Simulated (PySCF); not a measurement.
Does the answer move with the share of exact exchange?

C₃H₈FNSi.
Cartesian coordinates in Å at the PBE0-D3(BJ)/def2-SVP level; atoms count from 1:
```
atom  x, y, z in Å
F1     0.766    1.987    1.655
Si2    0.311    1.396    0.201
C3     1.096   -0.264   -0.163
C4     0.017   -1.230    0.354
C5    -1.365   -0.662    0.013
N6    -1.288    0.779    0.189
H7     0.555    2.534   -0.726
H8     1.234   -0.371   -1.253
H9     2.074   -0.425    0.312
H10    0.132   -2.247   -0.053
H11    0.105   -1.312    1.450
H12   -1.637   -0.932   -1.028
H13   -2.133   -1.112    0.666
H14   -2.155    1.296    0.156
```

PySCF, def2-SVPD basis, density fitting, gas phase, PBE0-D3(BJ)/def2-SVP geometry; singlet excitations by full TDDFT with frozen cores, triplets by Tamm–Dancoff TDDFT and ionisation energies by ΔSCF, from the lowest of the holes tried. One functional is left out:

```
functional  exact exchange (%)  HOMO energy (eV)  LUMO energy (eV)  lowest singlet excitation (eV)  lowest triplet excitation (eV)  mean polarisability (au)  vertical ionisation energy (eV)
       LDA                   0             -5.83             -0.20                            5.66                            5.53                      70.0                             9.16
       PBE                   0             -5.70             -0.12                            5.61                            5.46                      69.1                             9.00
      PBE0                  25             -7.06              0.60                            6.35                            6.11                      65.9                             9.14
 BHandHLYP                  50             -8.37              1.10                            6.75                            6.46                      63.5                             9.10
```

Predict the row of B3LYP (20 % exact exchange) by straight lines through the other rows, and check it.

```
                       property   line  computed  computed − line  PBE0 (25 %), for comparison
               HOMO energy (eV)  -6.81     -6.84            -0.03                        -7.06
               LUMO energy (eV)   0.38      0.30            -0.08                         0.60
 lowest singlet excitation (eV)   6.12      6.11            -0.01                         6.35
 lowest triplet excitation (eV)   5.91      5.91             0.00                         6.11
       mean polarisability (au)   67.0      66.5             -0.5                         65.9
vertical ionisation energy (eV)   9.10      9.20            +0.10                         9.14
```

Which of these properties follows the share of exact exchange most closely, and which least?

Most closely the HOMO energy, least the vertical ionisation energy; the correlations over the tabulated rows are HOMO energy -0.999, LUMO energy 0.993, lowest singlet excitation 0.989, lowest triplet excitation 0.989, mean polarisability -0.987, vertical ionisation energy 0.196. The HOMO energy moves by -0.521 eV for every 10 %. Functionals with the same share still differ in their other parts: at 0 % LDA and PBE differ by 0.13 eV in it.
